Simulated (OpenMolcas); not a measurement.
OpenMolcas run: Au4+

Au4+ among 8 point charges of -0.96 e arranged as a cube (Oh), 2.14 Å from the ion. With inversion symmetry the input lists one of each pair of outer charges.

Input:

```
&GATEWAY
Coord
1

Au 0.0 0.0 0.0
Basis=ANO-RCC-VTZP
Group=XYZ
NoMove
AngMom=0.0 0.0 0.0
AMFI
XField
4 Angstrom 0
1.235530 1.235530 1.235530 -0.960000
1.235530 1.235530 -1.235530 -0.960000
1.235530 -1.235530 1.235530 -0.960000
1.235530 -1.235530 -1.235530 -0.960000
&SEWARD
* reference wave functions (RASSCF and RASSI steps not shown): 7 electrons in 5 orbitals (5d)
>>> COPY JOB001 $Project.JobIph
&CASPT2
Multistate=10 1 2 3 4 5 6 7 8 9 10
NoMult
Frozen=14 16
IPEA=0.25
Imaginary=0.1
MaxIter=60
WThr=0.0 0.3 0.05
PrWF=0.5
NoMix
>>> COPY JOB002 $Project.JobIph
&CASPT2
Multistate=40 1 2 3 4 5 6 7 8 9 10 11 12 13 14 15 16 17 18 19 20 21 22
23 24 25 26 27 28 29 30 31 32 33 34 35 36 37 38 39 40
NoMult
Frozen=14 16
IPEA=0.25
Imaginary=0.1
MaxIter=60
WThr=0.0 0.3 0.05
PrWF=0.5
NoMix
```

Launched by
```bash
OMP_NUM_THREADS=1 MOLCAS_MEM=1689 MOLCAS_PROJECT=a pymolcas a.inp > a.log  # once for each step of the input, in one work folder
```

Output, cut to the results:

```
--- CASPT2 ---
Orbital specifications:
      -----------------------

      Symmetry species                           1   2
                                                ag  au
      Frozen orbitals                           14  16
      Inactive orbitals                          1   3
      Active orbitals                            5   0
      Secondary orbitals                        22  23
      Deleted orbitals                           0   0
      Number of basis functions                 42  42
Type of calculation                        SS-CASPT2
      Fock operator                              state-specific
      IPEA shift                                 0.25
      Real shift                                 0.00
      Imaginary shift                            0.10
      The input orbitals will be transformed to quasi-canonical
Reference energy:      -18997.4752371999
      E2 (Non-variational):      -0.3520843067
      Shift correction:          -0.0001008451
      E2 (Variational):          -0.3521851518
      Total energy:          -18997.8274223517
      Residual norm:              0.0000004525
      Reference weight:           0.94800
      Contributions to the CASPT2 correlation energy
      Active & Virtual Only:         -0.1343638172
      One Inactive Excited:          -0.1590271198
      Two Inactive Excited:          -0.0586933697
Reference energy:      -18997.4645211102
      E2 (Non-variational):      -0.3523862995
      Shift correction:          -0.0001033145
      E2 (Variational):          -0.3524896140
      Total energy:          -18997.8170107242
      Residual norm:              0.0000005151
      Reference weight:           0.94776
      Contributions to the CASPT2 correlation energy
      Active & Virtual Only:         -0.1347124900
      One Inactive Excited:          -0.1589613235
      Two Inactive Excited:          -0.0587124859
::    CASPT2 Root  1     Total energy: -18997.82742235
::    CASPT2 Root  2     Total energy: -18997.81701072
::    CASPT2 Root  3     Total energy: -18997.81735696
::    CASPT2 Root  4     Total energy: -18997.81697698
::    CASPT2 Root  5     Total energy: -18997.80918336
::    CASPT2 Root  6     Total energy: -18997.80922761
::    CASPT2 Root  7     Total energy: -18997.80950748
::    CASPT2 Root  8     Total energy: -18997.76512977
::    CASPT2 Root  9     Total energy: -18997.76511674
::    CASPT2 Root 10     Total energy: -18997.76543905
--- CASPT2 ---
Orbital specifications:
      -----------------------

      Symmetry species                           1   2
                                                ag  au
      Frozen orbitals                           14  16
      Inactive orbitals                          1   3
      Active orbitals                            5   0
      Secondary orbitals                        22  23
      Deleted orbitals                           0   0
      Number of basis functions                 42  42
Type of calculation                        SS-CASPT2
      Fock operator                              state-specific
      IPEA shift                                 0.25
      Real shift                                 0.00
      Imaginary shift                            0.10
      The input orbitals will be transformed to quasi-canonical
Reference energy:      -18997.3956722148
      E2 (Non-variational):      -0.3617503801
      Shift correction:          -0.0001143852
      E2 (Variational):          -0.3618647653
      Total energy:          -18997.7575369801
      Residual norm:              0.0000002535
      Reference weight:           0.94533
      Contributions to the CASPT2 correlation energy
      Active & Virtual Only:         -0.1413419687
      One Inactive Excited:          -0.1606379885
      Two Inactive Excited:          -0.0597704229
Reference energy:      -18997.3956722148
      E2 (Non-variational):      -0.3614774558
      Shift correction:          -0.0001126845
      E2 (Variational):          -0.3615901403
      Total energy:          -18997.7572623551
      Residual norm:              0.0000002530
      Reference weight:           0.94550
      Contributions to the CASPT2 correlation energy
      Active & Virtual Only:         -0.1412609710
      One Inactive Excited:          -0.1604446846
      Two Inactive Excited:          -0.0597718002
::    CASPT2 Root  1     Total energy: -18997.75753698
::    CASPT2 Root  2     Total energy: -18997.75726236
::    CASPT2 Root  3     Total energy: -18997.75591904
::    CASPT2 Root  4     Total energy: -18997.75566152
::    CASPT2 Root  5     Total energy: -18997.75566278
::    CASPT2 Root  6     Total energy: -18997.75413563
::    CASPT2 Root  7     Total energy: -18997.75128132
::    CASPT2 Root  8     Total energy: -18997.75130647
::    CASPT2 Root  9     Total energy: -18997.75116242
::    CASPT2 Root 10     Total energy: -18997.73829524
::    CASPT2 Root 11     Total energy: -18997.73825009
::    CASPT2 Root 12     Total energy: -18997.73838721
::    CASPT2 Root 13     Total energy: -18997.73503248
::    CASPT2 Root 14     Total energy: -18997.73503877
::    CASPT2 Root 15     Total energy: -18997.73499105
::    CASPT2 Root 16     Total energy: -18997.73091591
::    CASPT2 Root 17     Total energy: -18997.73052955
::    CASPT2 Root 18     Total energy: -18997.73084978
::    CASPT2 Root 19     Total energy: -18997.73071870
::    CASPT2 Root 20     Total energy: -18997.73065567
::    CASPT2 Root 21     Total energy: -18997.72614694
::    CASPT2 Root 22     Total energy: -18997.72613280
::    CASPT2 Root 23     Total energy: -18997.72629490
::    CASPT2 Root 24     Total energy: -18997.72341103
::    CASPT2 Root 25     Total energy: -18997.72327142
::    CASPT2 Root 26     Total energy: -18997.72300448
::    CASPT2 Root 27     Total energy: -18997.71564423
::    CASPT2 Root 28     Total energy: -18997.71539010
::    CASPT2 Root 29     Total energy: -18997.68480725
...
```

Spin-orbit levels above the lowest (labels of O, the rotations of Oh), with the averaged single-state CASPT2 energies on the diagonal:

```csv
E (cm-1),Degeneracy,Label,2S+1,g
0,4,Γ8,4 (84 %),
1040,4,Γ8,4 (80 %),
1460,2,Γ6,4 (79 %),4.59 4.59 4.59
11790,4,Γ8,4 (54 %),
12950,2,Γ6,4,2.75 2.75 2.75
13090,2,Γ7,4 (88 %),3.04 3.04 3.04
13450,4,Γ8,4 (79 %),
13690,2,Γ7,4 (72 %),1.28 1.28 1.28
13860,4,Γ8,4 (66 %),
20630,4,Γ8,4 (82 %),
20970,4,Γ8,4,
21900,2,Γ6,2 (81 %),3.92 3.92 3.92
22030,2,Γ7,4,2.43 2.43 2.43
22170,4,Γ8,2 (81 %),
23360,4,Γ8,2 (85 %),
25290,2,Γ6,4 (68 %),2.05 2.05 2.05
28880,4,Γ8,2,
29260,2,Γ7,2,3.91 3.91 3.91
29820,2,Γ6,2,3.46 3.46 3.46
30080,4,Γ8,2,
```

Roots that are degenerate in the reference are averaged as groups; the widest CASPT2 spread within a group is 89 cm-1 (the 3-fold group of multiplicity 2 near 22900 cm-1 above the lowest state of its run). Shifts and gaps below about the spread of the groups concerned are not significant. Spin-orbit coupling mixes the spin-free states strongly: the lowest level takes only 38 % from its leading state, 4A2. The ground term spreads over less than 5000 cm-1, several times less than with real ligands, so orbital moments are less quenched and χT lies further from the spin-only value than at real sites. Free-ion shares, where given, are those of the reference states; single-state CASPT2 does not remix them. This is an electrostatic model: the charges have no orbitals. No measured value stands beside these numbers.
